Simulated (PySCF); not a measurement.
Zn(OH)(NH2) (H3NOZn), SMILES [OH][Zn][NH2].

Geometry optimised at B3LYP-D3(BJ)/def2-TZVP. Other conformers were not sampled.

The numbers are results of TDDFT-PBE0/def2-SVPD (PySCF), not measurements.

Vertical excitations. Isolated molecule, no solvent. State labels are in the subgroup Cs.

| state | symmetry | energy (eV) | λ (nm) | f | main pairs |
|---|---|---|---|---|---|
| S1 | A' | 5.06 | 245 | 0.073 | HOMO→LUMO 95 % |
| S2 | A" | 5.86 | 212 | 0.030 | HOMO−1→LUMO 97 % |
| S3 | A" | 6.04 | 205 | 0.008 | HOMO→LUMO+1 99 % |
| S4 | A' | 6.69 | 185 | 0.024 | HOMO→LUMO+2 92 % |
| S5 | A' | 6.80 | 182 | 0.089 | HOMO−2→LUMO 43 %, HOMO→LUMO+3 41 %, HOMO−1→LUMO+1 13 % |
| S6 | A' | 6.89 | 180 | 0.009 | HOMO→LUMO+3 53 %, HOMO−2→LUMO 31 %, HOMO−1→LUMO+1 10 % |
| S7 | A" | 7.43 | 167 | 0.002 | HOMO−1→LUMO+2 98 % |
| S8 | A' | 7.61 | 163 | 0.080 | HOMO−1→LUMO+1 68 %, HOMO−2→LUMO 18 % |
| S9 | A" | 7.89 | 157 | 0.013 | HOMO−1→LUMO+3 88 % |
| S10 | A" | 7.93 | 156 | 0.033 | HOMO−2→LUMO+1 93 % |
| T1 | A' | 4.42 | 281 | 0 | HOMO→LUMO 95 % |
| T2 | A" | 5.46 | 227 | 0 | HOMO−1→LUMO 94 % |
| T3 | A" | 5.94 | 209 | 0 | HOMO→LUMO+1 99 % |
| T4 | A' | 5.97 | 208 | 0 | HOMO→LUMO+2 91 % |
Triplets are in the Tamm–Dancoff approximation, which puts them higher than full response would, so one can lie above its singlet here.
